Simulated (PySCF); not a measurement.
**Electric field gradients and quadrupole coupling constants**

Compound: C7H11F3O.
Z-matrix (Å and degrees, GFN2-xTB geometry), rows numbered from 1:
```
C 
C   1  1.5188
O   2  1.4165  1  108.03
C   3  1.3987  2  114.95  1   172.60
C   4  1.5400  3  108.64  2   162.61
C   5  1.5227  4  112.39  3    60.26
C   4  1.5134  3  112.54  2   -74.79
F   7  1.3499  4  114.27  3   157.05
C   7  1.3269  4  127.58  3   -24.58
F   9  1.3289  7  124.96  4  -179.37
F   9  1.3228  7  124.79  4     1.78
H   1  1.0859  2  110.00  3    61.32
H   1  1.0862  2  109.98  3  -178.13
H   1  1.0862  2  109.37  3   -57.90
H   2  1.0991  1  110.11  3   120.61
H   2  1.1012  1  110.84  3  -119.96
H   4  1.1054  3  110.54  2    43.64
H   5  1.0904  4  107.06  3   -59.97
H   5  1.0913  4  108.53  3  -177.00
H   6  1.0868  5  109.90  4  -172.08
H   6  1.0861  5  109.68  4   -52.25
H   6  1.0872  5  111.16  4    68.04
```

Field gradients from the PBE0/pcSseg-1 density (PySCF, non-relativistic), principal values in atomic units, ordered |Vxx| ≤ |Vyy| ≤ |Vzz|:

```csv
atom,Vxx,Vyy,Vzz
O3,-0.0076,-1.9866,1.9942
```

Find the asymmetry η = (Vxx − Vyy)/Vzz and the couplings χ = eQV/h (234.96 MHz × Q in barn × V in au), with Q(17O) = −0.0256 b.

```
atom   environment  nucleus     η  χzz (MHz)  χxx (MHz)  χyy (MHz)
  O3  ether oxygen      17O  0.99     -12.00       0.05      11.95
```

At O3 η is above 0.9: Vyy and Vzz are nearly equal in size and opposite in sign, so a small change could swap them and flip the sign of χzz. 

What is Vzz at O3 in SI units (1 au = 9.71736 × 10²¹ V/m²)?

1.9942 au = 19.378 × 10²¹ V/m².

And the gradient at the other heavy atoms, for which no coupling is worked out here?

```json
{"atom": "C1", "environment": "methyl carbon", "Vzz (au)": "0.076", "η": "0.40"}
{"atom": "C2", "environment": "sp3 carbon bound to oxygen", "Vzz (au)": "0.394", "η": "0.07"}
{"atom": "C4", "environment": "sp3 carbon bound to oxygen", "Vzz (au)": "0.298", "η": "0.62"}
{"atom": "C5", "environment": "chain CH2 carbon", "Vzz (au)": "0.097", "η": "0.46"}
{"atom": "C6", "environment": "methyl carbon", "Vzz (au)": "0.078", "η": "0.48"}
{"atom": "C7", "environment": "vinylic C–F carbon", "Vzz (au)": "0.463", "η": "0.26"}
{"atom": "F8", "environment": "vinyl fluorine", "Vzz (au)": "3.114", "η": "0.05"}
{"atom": "C9", "environment": "=CF2 carbon", "Vzz (au)": "0.479", "η": "0.39"}
{"atom": "F10", "environment": "vinyl fluorine", "Vzz (au)": "2.999", "η": "0.04"}
{"atom": "F11", "environment": "vinyl fluorine", "Vzz (au)": "3.017", "η": "0.05"}
```

What couplings would deuterons (Q(2H) = 0.00286 b) have in place of the hydrogens, at this geometry?

```json
{"atom": "H12", "bonded to": "C1", "bond length (Å)": "1.086", "Vzz (au)": "0.3169", "η": "0.02", "χzz (kHz)": "213"}
{"atom": "H13", "bonded to": "C1", "bond length (Å)": "1.086", "Vzz (au)": "0.3175", "η": "0.03", "χzz (kHz)": "213"}
{"atom": "H14", "bonded to": "C1", "bond length (Å)": "1.086", "Vzz (au)": "0.3152", "η": "0.02", "χzz (kHz)": "212"}
{"atom": "H15", "bonded to": "C2", "bond length (Å)": "1.099", "Vzz (au)": "0.2813", "η": "0.08", "χzz (kHz)": "189"}
{"atom": "H16", "bonded to": "C2", "bond length (Å)": "1.101", "Vzz (au)": "0.2809", "η": "0.07", "χzz (kHz)": "189"}
{"atom": "H17", "bonded to": "C4", "bond length (Å)": "1.105", "Vzz (au)": "0.2692", "η": "0.06", "χzz (kHz)": "181"}
{"atom": "H18", "bonded to": "C5", "bond length (Å)": "1.090", "Vzz (au)": "0.3058", "η": "0.04", "χzz (kHz)": "205"}
{"atom": "H19", "bonded to": "C5", "bond length (Å)": "1.091", "Vzz (au)": "0.3029", "η": "0.03", "χzz (kHz)": "204"}
{"atom": "H20", "bonded to": "C6", "bond length (Å)": "1.087", "Vzz (au)": "0.3180", "η": "0.02", "χzz (kHz)": "214"}
{"atom": "H21", "bonded to": "C6", "bond length (Å)": "1.086", "Vzz (au)": "0.3132", "η": "0.01", "χzz (kHz)": "210"}
{"atom": "H22", "bonded to": "C6", "bond length (Å)": "1.087", "Vzz (au)": "0.3149", "η": "0.02", "χzz (kHz)": "212"}
```

Geometry: GFN2-xTB, one conformer, isolated molecule. GFN2-xTB bond lengths can be off by several hundredths of an ångström, more for odd bonds, and the gradients follow them. A larger basis could move these couplings by a tenth or more.

These values come from a run that also computed NMR shieldings. Time: 2.2 min of wall time; peak memory 1.1 GiB. Hardware: an AMD EPYC with one thread (shared host).
